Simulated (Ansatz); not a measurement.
Si10H18S, a cluster cut from the lattice of silicon (1 of the caps SH). Charge 0, multiplicity 1. Geometry PBE-D4/def2-SVP; atoms count from 1.

```csv
atom,x (Å),y (Å),z (Å)
Si1,0.435,-0.133,-2.789
Si2,-2.780,-2.091,-2.163
Si3,2.583,1.054,0.156
Si4,1.537,0.315,3.722
Si5,-0.686,-0.880,0.817
Si6,0.384,0.682,-0.583
Si7,-2.874,-1.235,0.030
Si8,-1.760,-0.492,-3.560
Si9,-0.684,-0.022,3.009
Si10,2.546,1.932,2.336
S11,3.570,2.504,-1.129
H12,1.182,0.829,-3.683
H13,1.186,-1.441,-2.784
H14,-4.156,-2.442,-2.670
H15,-1.941,-3.344,-2.162
H16,3.249,1.865,-2.292
H17,3.299,-0.277,0.173
H18,1.583,0.747,5.166
H19,2.294,-0.982,3.592
H20,0.091,-2.173,0.772
H21,-0.385,1.980,-0.536
H22,-3.584,0.095,0.012
H23,-3.633,-2.164,0.945
H24,-2.523,0.805,-3.468
H25,-1.765,-0.946,-4.998
H26,-1.402,1.304,2.989
H27,-1.421,-0.945,3.946
H28,1.715,3.187,2.342
H29,3.938,2.267,2.809
```

Q: Estimate the Mulliken populations from the PBE0/def2-TZVP orbitals of Ansatz.

A: 
```tsv
atom	charge (e)
Si1	-0.02
Si2	-0.01
Si3	0.14
Si4	-0.02
Si5	-0.02
Si6	-0.02
Si7	-0.01
Si8	-0.01
Si9	-0.01
Si10	-0.02
S11	-0.31
H12	0.00
H13	0.01
H14	0.00
H15	0.01
H16	0.17
H17	0.01
H18	0.00
H19	0.01
H20	0.02
H21	0.02
H22	0.01
H23	0.00
H24	0.01
H25	0.00
H26	0.01
H27	0.00
H28	0.01
H29	0.01
```
Mulliken values depend strongly on the basis.

Q: And the Mayer bond orders between heavy atoms (over 0.3)?

A: Si1–Si6 0.94 (2.35 Å); Si1–Si8 0.95 (2.35 Å); Si2–Si7 0.95 (2.36 Å); Si2–Si8 0.96 (2.36 Å); Si3–Si6 0.92 (2.35 Å); Si3–Si10 0.94 (2.35 Å); Si3–S11 1.11 (2.17 Å); Si4–Si9 0.95 (2.36 Å); Si4–Si10 0.95 (2.36 Å); Si5–Si6 0.92 (2.36 Å); Si5–Si7 0.94 (2.35 Å); Si5–Si9 0.94 (2.35 Å).
